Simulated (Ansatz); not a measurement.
Total energies of H₁₂Au₁₃⁺ (relaxed from a model of Au13(H)12, whose bonding it doesn't keep) from Ansatz at PBE-D4/def2-TZVP, gas phase (1 Eh = 27.2114 eV = 2625.5 kJ/mol). The reference geometry is relaxed at PBE-D4/def2-SVP.

```xyz
25

Au    0.035    0.057    0.689
Au   -1.419   -2.613    0.636
Au   -0.049    1.473    3.141
Au    2.204   -1.388   -1.743
Au    0.712    1.877   -1.675
Au    3.598   -0.876    0.615
Au    2.278    0.267    2.693
Au   -0.397   -0.486   -2.546
Au   -3.643    1.408   -0.170
Au   -1.303    2.421    0.669
Au    1.551    2.490    0.795
Au   -2.761   -0.980   -1.193
Au    1.315   -2.390    0.972
H    -3.023   -2.266    0.110
H     0.283    1.723    4.678
H     0.996   -1.606   -2.920
H     0.291    1.258   -3.163
H     3.795   -1.521   -0.961
H     3.813   -0.409    2.347
H    -2.047    0.146   -2.396
H    -4.327   -0.046   -0.781
H    -2.990    2.943    0.470
H     2.508    3.684    0.333
H    -1.394   -1.822   -2.057
H    -0.025   -3.341    1.458
```

```csv
state,geometry,energy (Eh)
charge 1 singlet,reference,-1772.56496
charge 2 doublet,reference,-1772.16306
charge 0 doublet,reference,-1772.79255
```

In the def2 sets Au takes a core potential; there is no spin–orbit coupling. Single mean-field runs in def2-TZVP are fitted with def2-universal-jkfit.

Q: Work out the vertical ionisation energy to the doublet.

A: E(charge 2 doublet) − E(charge 1 singlet) = -1772.16306 − (-1772.56496) = 0.40190 Eh = 10.94 eV. For comparison, −ε of the highest occupied level is 9.18 eV at this level, 1.76 eV less.

Q: Work out the vertical electron affinity, to the doublet.

A: E(charge 1 singlet) − E(charge 0 doublet) = -1772.56496 − (-1772.79255) = 0.22759 Eh = 6.19 eV.

Q: Give the fundamental gap IE − EA, the Mulliken electronegativity (IE + EA)/2 and the hardness (IE − EA)/2.

A: From the values in Eh: IE − EA = 0.40190 − 0.22759 = 0.17431 Eh = 4.74 eV; (IE + EA)/2 = 8.56 eV; (IE − EA)/2 = 2.37 eV. The HOMO–LUMO gap of the same run is 1.46 eV, 3.28 eV smaller than the fundamental gap.
